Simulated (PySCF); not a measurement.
**How methods differ on the ionisation energy of Be²⁺**

Be²⁺ 1s2 (1S) → Be³⁺ 1s1 (2S), as a difference of total energies. Calculation: PySCF 2.14, in cc-pVTZ (4s3p2d1f, 30 functions); the non-relativistic Hamiltonian (point nucleus). Correlated levels: valence: nothing frozen. The calculations carry no spin-orbit coupling.

| method | ionisation energy (eV) |
| --- | --- |
| UHF | 153.25 |
| PBE | 153.95 |
| M06-L | 154.90 |
| MP2 (valence) | 153.37 |
| SCS-MP2 (valence) | 153.39 |
| CCSD (valence) | 153.37 |

Errors of the correlated levels include the incompleteness of this basis.

With two correlated electrons CCSD is exact in that space.

For comparison: 153.90 eV (theoretical estimate listed by NIST; NIST Atomic Spectra Database, ionization energies).
